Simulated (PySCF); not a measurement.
C₂H₉FOSi₂, SMILES CO[Si@H](F)[SiH2]C. Geometry: PBE-D3(BJ)/def2-SVP. The structure was generated by enumeration; whether it is a known compound was not checked. One conformer was computed; it need not be the lowest.

Computed equilibrium geometry at PBE-D3(BJ)/def2-SVP (PySCF confirms it by a frequency run) as a Z-matrix (one conformer of several):
```
Si
F 1 1.6496
O 1 1.6731 2 109.60
C 3 1.4183 1 124.62 2 -70.04
H 4 1.1092 3 108.75 1 -161.73
H 4 1.1124 5 108.24 3 121.12
H 4 1.1147 5 108.12 6 116.87
H 1 1.5081 2 105.20 3 -117.79
Si 1 2.3428 8 119.25 2 123.37
H 9 1.5071 1 110.12 8 -68.23
H 9 1.5081 10 107.74 1 -117.91
C 9 1.8934 10 111.63 11 -122.31
H 12 1.1081 9 111.47 10 63.66
H 12 1.1081 13 108.97 9 -120.85
H 12 1.1082 13 108.59 14 -117.53
```
